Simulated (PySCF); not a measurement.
Method: PySCF energies plus ideal-gas RRHO corrections (1 bar). Table values come from the NASA 1993 polynomials. 6-31G* has spherical d functions here. Open shells (unrestricted): MgF (multiplicity 2). B3LYP is the form with VWN-RPA correlation. The harmonic model lacks anharmonicity and excited electronic states, which grow with temperature; levels with a mode under 35 cm⁻¹ are left out. The table's entry may be an old estimate for MgF (not checked at source).

Harmonic frequencies at B3LYP/6-31G* (cm⁻¹): 735. Point group C∞v; S°(298 K) = 220.9 J/mol/K at this level.

Problem. Work out Cp and S° of gaseous MgF at 500, 800, 1200, 1600, 2000 K from these, and set them beside the table.

Solution. 
```tsv
T (K)	Cp B3LYP/6-31G*	Cp table	S° B3LYP/6-31G*	S° table
500	34.9	35.2	238.3	238.7
800	36.3	36.7	255.1	255.6
1200	36.9	37.4	269.9	270.6
1600	37.1	37.9	280.6	281.5
2000	37.2	38.2	288.9	290.0
```
Units J/mol/K.
